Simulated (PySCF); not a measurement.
MN15 single point of doublet Pb(OH)3 at its PBE0 minimum.

An equivalent PySCF input for this run (the driver started from the density of an earlier step):

```python
from pyscf import gto, scf, dft
mol = gto.M(atom='''
Pb    -0.000000     0.000000    -0.171839
O      1.944932     0.111677     0.690967
O     -1.069181     1.628522     0.690967
O     -0.875750    -1.740199     0.690967
H      2.266128    -0.787241     0.854183
H     -0.451293     2.356145     0.854183
H     -1.814834    -1.568904     0.854184''',
    basis={'Pb': 'def2-SVP', 'O': 'def2-SVP', 'H': 'def2-SVP'},
    ecp={'Pb': 'def2-SVP'},
    charge=0, spin=1)
mf = dft.UKS(mol, xc='MN15')
mf.grids.atom_grid = (90, 434)
aux = {'Pb': 'def2-universal-JKFIT', 'O': 'def2-universal-JKFIT', 'H': 'def2-universal-JKFIT'}
mf = mf.density_fit(auxbasis=aux)
mf.conv_tol = 1e-08
mf.diis_space = 10
mf.max_cycle = 60
mf.verbose = 4
mf.kernel()
```

Excerpt of the output:

```
init E= -419.490951442389
cycle= 1 E= -419.498212261928  delta_E= -0.00726  |g|= 0.0622  |ddm|= 0.163
cycle= 2 E= -419.497054712097  delta_E= 0.00116  |g|= 0.0795  |ddm|= 0.146
cycle= 3 E= -419.499559304022  delta_E= -0.0025  |g|= 0.0132  |ddm|= 0.0749
cycle= 4 E= -419.49962380022  delta_E= -6.45e-05  |g|= 0.00153  |ddm|= 0.00973
cycle= 5 E= -419.499625566972  delta_E= -1.77e-06  |g|= 0.000373  |ddm|= 0.00364
cycle= 6 E= -419.499625820293  delta_E= -2.53e-07  |g|= 0.000127  |ddm|= 0.000987
cycle= 7 E= -419.499625889757  delta_E= -6.95e-08  |g|= 4.79e-05  |ddm|= 0.00066
cycle= 8 E= -419.499625899546  delta_E= -9.79e-09  |g|= 3.03e-05  |ddm|= 0.000282
Extra cycle  E= -419.49962589915  delta_E= 3.96e-10  |g|= 6.02e-05  |ddm|= 8.44e-05
converged SCF energy = -419.49962589915  <S^2> = 0.76511698  2S+1 = 2.0150603
```

No spin–orbit coupling is included, which matters more the heavier the element.

This run, together with those of the ionised and electron-attached species (not shown), took 21 s on 2 threads of a shared Arm Neoverse V1 host, with 83 basis functions; the process peaked at 1.3 GiB.
